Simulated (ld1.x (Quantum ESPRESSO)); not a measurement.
**Transferability test, PAW potential for nitrogen (N)**

| Property | Result |
| --- | --- |
| Element | nitrogen |
| Generator | ld1.x (Quantum ESPRESSO) 7.5 |
| Type | PAW |
| Functional | PBE |
| Relativity | scalar-relativistic |
| Frozen core | [He] |
| Valence charge | 5 |
| Reference configuration | 2s1.5 2p3.5 |
| Partial waves | 2s (bound): rcut 0.75, rcutus 1.00 bohr; 2s channel at -0.75 Ry: rcut 0.75, rcutus 1.00 bohr; 2p (bound): rcut 1.65, rcutus 2.00 bohr; 2p channel at 3.55 Ry: rcut 1.65, rcutus 2.00 bohr |
| Local potential | all-electron potential smoothed inside 0.85 bohr (lloc = -1) |
| Core correction | Bessel-smoothed model core inside 0.45 bohr |
| Augmentation charge | PSQ, inside the norm-conserving radii |

Energies are relative to the spin-unpolarised reference configuration 2s1.5 2p3.5; without spin polarisation the order of configurations can differ from experiment.

```json
{"valence configuration": "2s2 2p3", "charge": "0", "ΔE all-electron (eV)": "-5.750", "error AE − PS (meV)": "+0.1"}
{"valence configuration": "2s2 2p0", "charge": "+3", "ΔE all-electron (eV)": "83.777", "error AE − PS (meV)": "-8.3"}
{"valence configuration": "2s1 2p3", "charge": "+1", "ΔE all-electron (eV)": "19.622", "error AE − PS (meV)": "+3.7"}
{"valence configuration": "2s1 2p0", "charge": "+4", "ΔE all-electron (eV)": "161.596", "error AE − PS (meV)": "-29"}
{"valence configuration": "2s2 2p2.5", "charge": "+0.5", "ΔE all-electron (eV)": "-0.657", "error AE − PS (meV)": "+0.6"}
```

(1) What are ΔE and the potential's error for 2s2 2p1?

(2) What are ΔE and the potential's error for 2s2 2p2?

Levels in the configuration 2s2 2p2.5:

```tsv
level	all-electron (eV)	pseudo (eV)
2s	-25.121	-25.117
2p	-13.444	-13.441
```

Answers

(1) ΔE = 36.695 eV all-electron; the error (AE − PS) is +2.9 meV.

(2) ΔE = 7.841 eV all-electron; the error (AE − PS) is +2.3 meV.
